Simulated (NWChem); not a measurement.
System: HgI2; SMILES [I][Hg][I]

The following NWChem deck was run.

```
start job
memory heap 200 mb stack 900 mb global 1100 mb
geometry units angstroms noautosym nocenter noautoz
  Hg     0.000000     0.000000     0.000000
  I      0.000000     0.000000     2.607713
  I      0.000000     0.000000    -2.607713
end
basis spherical
  * library def2-svpd
end
ecp
  I library def2-ecp
  Hg library def2-ecp
end
dft
  xc xcamb88 1.00 lyp 0.81 vwn_5 0.19 hfexch 1.00
  cam 0.33 cam_alpha 0.19 cam_beta 0.46
  iterations 150
end
property
  response 1 0.0
end
task dft property
```

NWChem printed, in part:

```
             Northwest Computational Chemistry Package (NWChem) 7.3.0
             --------------------------------------------------------

                             Geometry "geometry" -> ""
                             -------------------------

 Output coordinates in angstroms (scale by  1.889725989 to convert to a.u.)

  No.       Tag          Charge          X              Y              Z
 ---- ---------------- ---------- -------------- -------------- --------------
    1 Hg                  80.0000     0.00000000     0.00000000     0.00000000
    2 I                   53.0000     0.00000000     0.00000000     2.60771300
    3 I                   53.0000     0.00000000     0.00000000    -2.60771300

 Effective nuclear repulsion energy (a.u.)    2005.8390312651

                                 NWChem DFT Module
                                 -----------------

 Summary of "ao basis" -> "ao basis" (spherical)
 ------------------------------------------------------------------------------
       Tag                 Description            Shells   Functions and Types
 ---------------- ------------------------------  ------  ---------------------
 Hg                        def2-svpd                13       35   6s4p2d1f
 I                         def2-svpd                13       35   5s5p3d

            General Information
            -------------------
          SCF calculation type: DFT
          Wavefunction type:  closed shell.
          No. of atoms     :     3
          No. of electrons :    70
           Alpha electrons :    35
            Beta electrons :    35
          Charge           :     0
          Spin multiplicity:     1
          Use of symmetry is: off; symmetry adaption is: off
          Maximum number of iterations: 150
          AO basis - number of functions:   105
                     number of shells:    39
          Convergence on energy requested:  1.00D-06
          Convergence on density requested:  1.00D-05
          Convergence on gradient requested:  5.00D-04

              XC Information
              --------------
                     Hartree-Fock (Exact) Exchange  1.000
                   CAM-Becke88 Exchange Functional  1.000
                      VWN V Correlation Functional  0.190 local
              Lee-Yang-Parr Correlation Functional  0.810

           Range-Separation Parameters
           ---------------------------
           Alpha           :  0.19
           Beta            :  0.46
           Gamma           :  0.33
           Short-Range HF  :     F

             Grid Information
             ----------------
          Grid used for XC integration:  medium
          Radial quadrature: Mura-Knowles
          Angular quadrature: Lebedev.
          Tag              B.-S. Rad. Rad. Pts. Rad. Cut. Ang. Pts.
          ---              ---------- --------- --------- ---------
          Hg                  1.50      123          12.0       590
          I                   1.40      123          17.0       590
          Grid pruning is: on
          Number of quadrature shells:   369
          Spatial weights used:  Erf1

      Superposition of Atomic Density Guess
      -------------------------------------

 Sum of atomic energies:        -868.39759929

      Non-variational initial energy
      ------------------------------

 Total energy =    -746.194063
 1-e energy   =   -1837.164296
 2-e energy   =     824.627602
 HOMO         =      -0.338329
 LUMO         =      -0.068518

   convergence    iter        energy       DeltaE   RMS-Dens  Diis-err
 ---------------- ----- ----------------- --------- --------- ---------
 d= 0,ls=0.0,diis     1   -748.8849541496 -1.02D+03  1.36D-02  3.82D-01
 d= 0,ls=0.0,diis     2   -748.9028866834 -1.79D-02  5.67D-03  2.28D-01
 d= 0,ls=0.0,diis     3   -748.9356569483 -3.28D-02  1.28D-03  1.27D-02
 d= 0,ls=0.0,diis     4   -748.9372294535 -1.57D-03  1.81D-04  2.17D-04
 d= 0,ls=0.0,diis     5   -748.9372684321 -3.90D-05  5.65D-05  9.42D-06
  Resetting Diis
 d= 0,ls=0.0,diis     6   -748.9372706959 -2.26D-06  1.45D-05  2.02D-07
 d= 0,ls=0.0,diis     7   -748.9372707989 -1.03D-07  2.33D-06  1.54D-08

         Total DFT energy =     -748.937270798881
      One electron energy =    -1836.551555055021
           Coulomb energy =      879.649897409160
    Exchange-Corr. energy =      -58.378243385758
 Nuclear repulsion energy =      266.342630232738

 Numeric. integr. density =       70.000000387471

                       DFT Final Molecular Orbital Analysis
                       ------------------------------------

 Vector   33  Occ=2.000000D+00  E=-3.439402D-01
              MO Center= -4.4D-09,  3.8D-09,  8.4D-06, r^2= 8.3D+00
   Bfn.  Coefficient  Atom+Function         Bfn.  Coefficient  Atom+Function
  ----- ------------  ---------------      ----- ------------  ---------------
    47      0.300685  2 I  px                48     -0.301157  2 I  py
    82      0.300684  3 I  px                83     -0.301156  3 I  py
    50      0.253163  2 I  px                51     -0.253561  2 I  py
    85      0.253162  3 I  px                86     -0.253560  3 I  py
    44     -0.121299  2 I  px                45      0.121490  2 I  py

[...]

 DFT Linear Response polarizability / au
 Frequency  =       0.0000000 / au
              X              Y              Z
 -----------------------------------------------
 X      78.0239816     -0.0000020      0.0000022
 Y      -0.0000020     78.0239816      0.0000019
 Z       0.0000022      0.0000019    182.4329917
 -----------------------------------------------
 Eigenvalues =      78.0239796     78.0239837    182.4329917
 Isotropic   =     112.8269850
 Anisotropic =     104.4090100
 -----------------------------------------------

 Magnetic Dipole Response Matrix (nonzero elements):

 Exiting AOResponse driver routine
```

Level: CAM-B3LYP/def2-SVPD with def2 effective core potentials on I, Hg. All runs use the structure optimised with PBE0/def2-SVP. Not confirmed as a minimum by frequencies. def2 effective core potentials on I, Hg; no spin-orbit coupling.
